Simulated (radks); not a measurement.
The numbers below are computed, except where a source is named.
Species: Nd II. Configuration: [Xe] 4f(5/2: 3, 7/2: 0) 5d(3/2: 1, 5/2: 0) 6s1 (not the ground configuration). Level of theory: Dirac Kohn-Sham, relativistic LDA (MacDonald-Vosko exchange, VWN5 correlation), spin-unpolarised, spherical densities, finite nucleus; Fermi nuclear charge, rms radius 4.9123 fm (a radial shooting solver on a logarithmic mesh with Libxc functionals).

Unscreened Slater integrals over Kohn-Sham orbitals (eV). Large and small components are both included. Empty in this configuration: 4f7/2.

\begin{tabular}{lr}
integral & value \\ \hline
F0(5d3/2,5d3/2) & 9.4174 \\
F2(5d3/2,5d3/2) & 4.8056 \\
F0(5d3/2,6s1/2) & 7.2995 \\
G2(5d3/2,6s1/2) & 2.2190 \\
F0(5d3/2,4f5/2) & 12.114 \\
F2(5d3/2,4f5/2) & 3.1429 \\
G1(5d3/2,4f5/2) & 1.6928 \\
G3(5d3/2,4f5/2) & 1.2957 \\
F0(5d3/2,5p3/2) & 11.105 \\
F2(5d3/2,5p3/2) & 5.2129 \\
G1(5d3/2,5p3/2) & 6.0663 \\
G3(5d3/2,5p3/2) & 3.7177 \\
F0(5d3/2,4f7/2) & 12.097 \\
F2(5d3/2,4f7/2) & 3.1720 \\
G3(5d3/2,4f7/2) & 1.3233 \\
G5(5d3/2,4f7/2) & 0.98845 \\
F0(6s1/2,6s1/2) & 6.3898 \\
F0(6s1/2,4f5/2) & 8.2730 \\
G3(6s1/2,4f5/2) & 0.34715 \\
F0(6s1/2,5p3/2) & 7.8776 \\
G1(6s1/2,5p3/2) & 0.66662 \\
F0(6s1/2,4f7/2) & 8.2666 \\
G3(6s1/2,4f7/2) & 0.35381 \\
F0(4f5/2,4f5/2) & 25.756 \\
F2(4f5/2,4f5/2) & 11.994 \\
F4(4f5/2,4f5/2) & 7.4764 \\
F0(4f5/2,5p3/2) & 17.002 \\
F2(4f5/2,5p3/2) & 6.0957 \\
G2(4f5/2,5p3/2) & 3.3781 \\
G4(4f5/2,5p3/2) & 2.5725 \\
F0(4f5/2,4f7/2) & 25.616 \\
F2(4f5/2,4f7/2) & 11.922 \\
F4(4f5/2,4f7/2) & 7.4300 \\
G2(4f5/2,4f7/2) & 11.902 \\
G4(4f5/2,4f7/2) & 7.4183 \\
G6(4f5/2,4f7/2) & 5.3230 \\
F0(5p3/2,5p3/2) & 14.323 \\
F2(5p3/2,5p3/2) & 7.6949 \\
F0(5p3/2,4f7/2) & 16.960 \\
F2(5p3/2,4f7/2) & 6.1247 \\
G2(5p3/2,4f7/2) & 3.4321 \\
G4(5p3/2,4f7/2) & 2.6068 \\
F0(4f7/2,4f7/2) & 25.478 \\
F2(4f7/2,4f7/2) & 11.851 \\
F4(4f7/2,4f7/2) & 7.3849 \\
F6(4f7/2,4f7/2) & 5.2985 \\
\end{tabular}
